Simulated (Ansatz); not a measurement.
The first iterations of a band of Cl2H2Sn + H4Si (10 atoms, charge 0, multiplicity 1).

Method: RKS PBE/def2-SVP in Ansatz.

```yaml
movable_images: 6
climbing_image: no
spring: 5.0 eV/Å²
optimiser: quadratic models (default)
start_path: through a guess of the saddle point
force_threshold: 0.05 eV/Å
iteration_limit: 60
end_points: relaxed
```

First end point:

```xyz
10
Properties=species:S:1:pos:R:3
Sn -0.206 0.714 -0.144
Cl -0.925 1.090 2.079
H 1.504 0.554 -0.120
H -0.913 1.929 -1.136
Cl -1.110 -1.365 -0.837
Si 1.325 -3.188 1.430
H 0.192 -4.144 1.185
H 1.965 -2.806 0.126
H 2.357 -3.850 2.304
H 0.815 -1.955 2.124
```

Last end point:

```xyz
10
Properties=species:S:1:pos:R:3
Sn 0.137 -0.467 -0.338
Cl 0.302 0.448 3.130
H 1.353 0.759 -0.383
H -1.399 0.161 0.128
Cl -0.157 -1.123 -2.628
Si 0.856 -2.693 0.777
H -0.322 -3.623 0.865
H 1.947 -3.330 -0.036
H 1.383 -2.465 2.175
H 0.903 -0.687 3.322
```

| iteration | highest image above the first end (eV) | largest band force component (eV/Å) |
| --- | --- | --- |
| 1 | 3.643 | 4.118 |
| 2 | 2.389 | 1.400 |
| 3 | 1.770 | 0.842 |
| 4 | 1.466 | 0.989 |
| 5 | 1.398 | 0.426 |

Q: Does the band converge within its limit, and where does its top end?

A: It converged. It ended after 16 iterations with the highest image 1.481 eV above the first end. No image climbed, so the highest image needn't sit at the top of the path. The orbitals stay closed-shell, which can raise the energy where a bond breaks towards radicals; this wasn't checked here.

Run time: 97 s on 4 threads of Arm Neoverse V2 (shared host), peak memory 0.17 GiB.
